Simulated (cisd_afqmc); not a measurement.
Input (AFQMC/CISD/cc-pVDZ; cisd_afqmc is a phaseless AFQMC code with CISD trial states that reads the integrals written by Ansatz):

Ansatz 0.2 input:
```python
import cisd_afqmc

open("ham.yaml", "w").write("""\
crystal:
  periodic: [false, false, false]
  atoms:
    - {symbol: As, position_ang: [0.00000000, -0.00000000, -0.00000000]}
    - {symbol: H, position_ang: [-0.86089794, -1.11813083, -0.48230707]}
    - {symbol: H, position_ang: [-0.54108335, 1.29598678, -0.50162634]}
    - {symbol: H, position_ang: [1.38969123, -0.18816144, -0.50728243]}
    - {symbol: H, position_ang: [0.01229005, 0.01030549, 1.49121583]}
basis:
  gaussian:
    orbitals: cc-pVDZ
total_charge: 1
magnetization: {spin_polarized: false}
correlation: {method: ccsd, electrons: outside_noble_gas, hamiltonian_folder: ham}
""")
rep = cisd_afqmc.ansatz("ham.yaml")
e_ccsd = rep["correlation"]["coupled_cluster"]["energy"]["hartree"]
out = cisd_afqmc.run("ham", e_ccsd, trial="CISD", walkers=200, populations=8, threads=8, dt=0.005, steps=40, early=24, settle=10, least=32,
    cut=5e-5, rank_cut=2e-4, target=0.0004, seconds=1500, seed=1, memory=17280, gpu=False)
```

Output:

```
orbitals 33, occupied [4], factors 177 of 497, rank of the doubles 56 of 116
E(HF) = -2236.203184
E(CCSD) on the cut factors = -2236.352094, shift to the whole factors -0.000015
Energy of the trial state on the determinant = -2236.352034
  tau behind 7.2 of longer steps, mean of the populations' last blocks
   2.0  -2236.35574
   4.0  -2236.35563
   6.0  -2236.35559
   8.0  -2236.35555
blocks 309 (0 outliers left out), error by blocks joined: 1: 0.00004, 2: 0.00005, 4: 0.00006, 8: 0.00008, 16: 0.00008
E(AFQMC/CISD) = -2236.35555 +/- 0.00008
```
